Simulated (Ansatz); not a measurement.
C₂H₇NOSn, SMILES `N=C(O)[CH2][SnH3]`. Charge 0, multiplicity 1. Sn takes the def2 core potential. The geometry is a stationary point of PBE0-D4/def2-TZVP. It is one conformer, not always the lowest.

```xyz
12

N    -0.211    1.647    1.521
C    -0.432    0.509    1.013
O    -1.709    0.098    0.863
C     0.526   -0.492    0.489
Sn    0.379   -0.644   -1.669
H     0.783    1.838    1.584
H    -2.260    0.811    1.213
H     0.292   -1.485    0.879
H     1.549   -0.232    0.756
H    -0.940   -1.633   -2.093
H     1.830   -1.340   -2.243
H     0.192    0.924   -2.312
```

Task: What is the dipole moment at PBE/def2-TZVPP? (An estimate is asked.)

Result: Ansatz gave: 1.41 D, with components (0.97, -0.98, -0.29) D in this frame, pointing from negative to positive charge.

Task: And with r2SCAN, B3LYP, ωB97M-V? (Best estimate.)

Result: The calculation gave: r2SCAN 1.49 D, B3LYP 1.52 D, ωB97M-V 1.56 D.

Task: Give the Mulliken charges with PBE, B3LYP, r2SCAN in def2-TZVPP. (Estimate.)

Result: Computed: 
```json
{"atom": "N1", "PBE": "-0.27", "B3LYP": "-0.29", "r2SCAN": "-0.36"}
{"atom": "C2", "PBE": "0.09", "B3LYP": "0.16", "r2SCAN": "0.24"}
{"atom": "O3", "PBE": "-0.25", "B3LYP": "-0.29", "r2SCAN": "-0.32"}
{"atom": "C4", "PBE": "-0.39", "B3LYP": "-0.42", "r2SCAN": "-0.36"}
{"atom": "Sn5", "PBE": "0.55", "B3LYP": "0.62", "r2SCAN": "0.58"}
{"atom": "H6", "PBE": "0.14", "B3LYP": "0.14", "r2SCAN": "0.15"}
{"atom": "H7", "PBE": "0.20", "B3LYP": "0.21", "r2SCAN": "0.22"}
{"atom": "H8", "PBE": "0.13", "B3LYP": "0.13", "r2SCAN": "0.11"}
{"atom": "H9", "PBE": "0.11", "B3LYP": "0.11", "r2SCAN": "0.09"}
{"atom": "H10", "PBE": "-0.10", "B3LYP": "-0.12", "r2SCAN": "-0.11"}
{"atom": "H11", "PBE": "-0.12", "B3LYP": "-0.13", "r2SCAN": "-0.12"}
{"atom": "H12", "PBE": "-0.11", "B3LYP": "-0.12", "r2SCAN": "-0.11"}
```

B3LYP here is the variant with VWN-RPA as its local correlation; programs differ in this.
